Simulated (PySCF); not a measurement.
**C6H7NO: calculation and literature**

Bonds (- single, = double, # triple, : aromatic): O1-C2 1.382 Å, C2-C3 1.512 Å, C3:C4 1.399 Å, C4:C5 1.389 Å, C5:C6 1.396 Å, C6:C7 1.390 Å, C7:N8 1.333 Å, N8:C3 1.330 Å. O1 carries H9; C2 carries H10, H11; C4 carries H12; C5 carries H13; C6 carries H14; C7 carries H15.

How the numbers were obtained: structure optimised with PBE0-D3(BJ)/def2-SVP, GIAO KT3/pcSseg-1 shieldings, in PySCF 2.14 (no solvent, one conformer, one averaged value for each set of equivalent atoms, non-relativistic).

Reference values: estimated from measurements, as parent shift plus tabulated substituent increment (solution, not stated per compound (mostly CDCl3 or CCl4); Pretsch, Buehlmann, Badertscher, Structure Determination of Organic Compounds, 4th ed. (2009)).
```
atoms  quantity  reference  computed
  H15      δ 1H       8.45      8.33
  H13      δ 1H       7.65      7.37
  H12      δ 1H       7.39      6.82
  H14      δ 1H       7.17      6.84
```

Computed shifts are σ(ref) − σ with the named reference compound (TMS for H and C) calculated as an isolated molecule at the same level.

How far are the unscaled 1H shifts from the references?

Answers

Mean signed difference -0.32 ppm, mean absolute 0.32 ppm over 4 comparisons; the largest is -0.57 ppm at H12 (hydrogen on an aromatic CH).
